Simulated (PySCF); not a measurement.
**Computed NMR parameters against published values**

Structure with atom numbers: `[O:1]=[CH:2][c:3]1[cH:4][cH:5][n:6][cH:7][cH:8]1`. Hydrogens are named by the atom that carries them.

Method: σ from GIAO-B97-2/pcSseg-2, coordinates at the PBE0-D3(BJ)/def2-SVP level, in PySCF 2.14.0 with density-fitted response routines (equivalent nuclei averaged, one computed conformer, non-relativistic Hamiltonian, isolated molecule).

Reference values: estimated from measurements, as parent shift plus tabulated substituent increment (solution, not stated per compound (mostly CDCl3 or CCl4); Pretsch, Buehlmann, Badertscher, Structure Determination of Organic Compounds, 4th ed. (2009)).
```json
{"atoms": "C5/C7", "quantity": "δ 13C", "reference": "151.5", "computed": "158.9", "computed, scaled": "151.4"}
{"atoms": "C3", "quantity": "δ 13C", "reference": "141.2", "computed": "147.3", "computed, scaled": "140.1"}
{"atoms": "C4/C8", "quantity": "δ 13C", "reference": "123.0", "computed": "128.6", "computed, scaled": "122.0"}
{"atoms": "H(C5)/H(C7)", "quantity": "δ 1H", "reference": "8.90", "computed": "9.14", "computed, scaled": "–"}
{"atoms": "H(C4)/H(C8)", "quantity": "δ 1H", "reference": "7.74", "computed": "7.79", "computed, scaled": "–"}
```

Computed shifts are σ(ref) − σ with the named reference compound (TMS for H and C) calculated as an isolated molecule at the same level. The measured values may be among those fitted. Empirical linear scaling, fitted to shifts measured mostly in CDCl3 for H and C (δ vs TMS): 13C: δ = 175.28 − 0.971σ (rms 2.1 ppm, 43 shifts). Occasional misses reach two or three times the rms, and more in compound classes unlike the fitted ones.

(1) How far are the unscaled 13C shifts from the references?

(2) How far are the unscaled 1H shifts from the references?

Answers

(1) Mean signed difference +6.37 ppm, mean absolute 6.37 ppm over 3 comparisons; the largest is +7.4 ppm at C5/C7 (aromatic CH next to a ring nitrogen).

(2) Mean signed difference +0.15 ppm, mean absolute 0.15 ppm over 2 comparisons; the largest is +0.24 ppm at H(C5)/H(C7) (hydrogen on an aromatic CH next to a ring nitrogen).
